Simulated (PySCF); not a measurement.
A GIAO shielding run with PySCF 2.14 (density fitting, non-relativistic, gas phase) on `F[C@@H]1C[SiH2][Si@@](F)(P)C1`, C3H9F2PSi2:

```
$ OMP_NUM_THREADS=1 python probes_run.py task.json out

{"job": {"kind": "nmr", "xc": "PBE0", "basis": "pcSseg-1"}, "charge": 0, "multiplicity": 1}
F     -2.000954    -0.355282    -1.215859
C     -1.661469    -0.416565     0.130993
C     -1.381218     1.006848     0.601761
Si     0.132198     1.676666    -0.368334
Si     1.088965    -0.450024    -0.446403
F      1.273605    -0.995501    -1.967551
P      2.918500    -1.239320     0.598490
C     -0.455926    -1.335586     0.279134
H     -2.547170    -0.837344     0.628301
H     -1.185141     0.981187     1.673533
H     -2.275251     1.611243     0.452708
H     -0.286720     2.277710    -1.634543
H      0.802136     2.697923     0.447667
H      2.782121    -0.408278     1.698304
H      3.777249    -0.359798    -0.036048
H     -0.325172    -1.570051     1.335466
H     -0.662753    -2.271796    -0.239142
```

Hardware: 1 thread of an Arm Neoverse V1, shared host. The job also computes population analyses, field gradients, ring-centre shieldings.

(1) How large is the calculation?

(2) How long does it take, and how much memory does it need?

## Answers

(1) 88 electrons, 202 basis functions and 1120 auxiliary functions.

(2) 46 s of wall time, with 12 SCF cycles and 4 response iterations; peak memory 0.92 GiB. Times on a shared host scatter by some tens of per cent.
